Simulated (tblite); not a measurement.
Q: Give a GFN2-xTB geometry of `F[C@@H]1C[SiH2]C[SiH2]1`.

A: 
```
atom  x, y, z in Å
F1    -0.0763    1.2929    1.8379
C2     0.1741    1.3508    0.4626
C3    -1.0897    0.9240   -0.2734
Si4   -1.2581   -0.9715   -0.1327
C5     0.5865   -1.4463   -0.3070
Si6    1.6048    0.1138    0.0922
H7     0.4130    2.4032    0.2708
H8    -0.9842    1.2195   -1.3181
H9    -1.9498    1.4619    0.1267
H10   -1.7930   -1.3659    1.1719
H11   -2.0953   -1.5070   -1.2120
H12    0.8005   -1.7934   -1.3160
H13    0.8467   -2.2709    0.3521
H14    2.3729    0.6013   -1.0600
H15    2.4435   -0.0045    1.2830
```

Orientation and origin are arbitrary. Atoms count from 1 in this order. The 5-membered ring C2–C3–Si4–C5–Si6 has internal angles of 98.9° to 110.1° (sum 524°, against 540° for a flat polygon); it is puckered, 0.19 Å rms from its mean plane, widest ring torsion 42°. Si4 (SiH2 silicon) is distorted tetrahedral (angles from 98.9° to 113.1°). The C–Si distances run from 1.905 Å (C5–Si6, drawn single) to 1.927 Å (C2–Si6, drawn single), a spread of 0.022 Å. Si6 (SiH2 silicon) is distorted tetrahedral (angles from 99.7° to 114.3°).

Bonds between heavy atoms (Å): F1–C2 1.399, C2–C3 1.524, C3–Si4 1.908, Si4–C5 1.913, C5–Si6 1.905, C2–Si6 1.927.

The geometry is computed with GFN2-xTB (gas phase).

Point group: C1 (no symmetry element, even within 0.4 Å). Its GFN2-xTB frequencies are all real (lowest 55 cm⁻¹). One conformer, not necessarily the lowest (F1–C2–C3–Si4 -75°, C2–C3–Si4–C5 -38°, C3–Si4–C5–Si6 19°, Si4–C5–Si6–C2 0°). 3 starts were optimised and ended at 0.00, 0.02 and 0.14 kcal/mol (GFN2-xTB); the lowest of these is shown.
